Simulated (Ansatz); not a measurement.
Relaxation of H$_{4}$NPSeSi (8 atoms, charge 0, multiplicity 1), to a largest force component of 0.02 eV/Å in at most 50 steps.

Method: Ansatz 0.2.0, UKS B3LYP-D4/def2-SVP.

```xyz
8
Properties=species:S:1:pos:R:3
N -0.381 -0.829 0.592
Si -0.609 0.817 -0.186
Se 1.521 0.918 -0.777
P 1.396 -1.118 0.262
H -0.520 -0.639 1.591
H -1.483 0.764 -1.363
H -0.934 1.850 0.809
H -0.619 -1.675 0.035
```

Where does it end, and by what steps?

It converged. After 10 steps the energy has fallen by 1.167 eV; H8 moved furthest, 0.70 Å.

```
step  energy less start (eV)  largest force component (eV/Å)  accepted
   0                  0.0000                           2.721       yes
   1                 -0.7012                           1.077       yes
   2                 -0.9179                           0.519       yes
   3                 -0.9476                           0.516       yes
   4                 -1.0038                           0.285       yes
   5                 -1.0812                           0.393       yes
   6                 -1.1477                           0.187       yes
   7                 -1.1636                           0.171       yes
   8                 -1.1639                           0.133       yes
   9                 -1.1647                           0.138       yes
  10                 -1.1669                           0.014       yes
```

```xyz
8
Properties=species:S:1:pos:R:3
N -0.346 -0.778 0.661
Si -0.486 0.832 -0.254
Se 1.724 1.132 -0.295
P 1.248 -1.215 -0.416
H -0.172 -0.712 1.672
H -1.225 0.496 -1.493
H -1.273 1.787 0.590
H -1.097 -1.455 0.498
```

The run took 41 s on 2 threads of Intel(R) Xeon(R) Platinum 8488C (Sapphire Rapids) (shared host), peak memory 0.37 GiB.
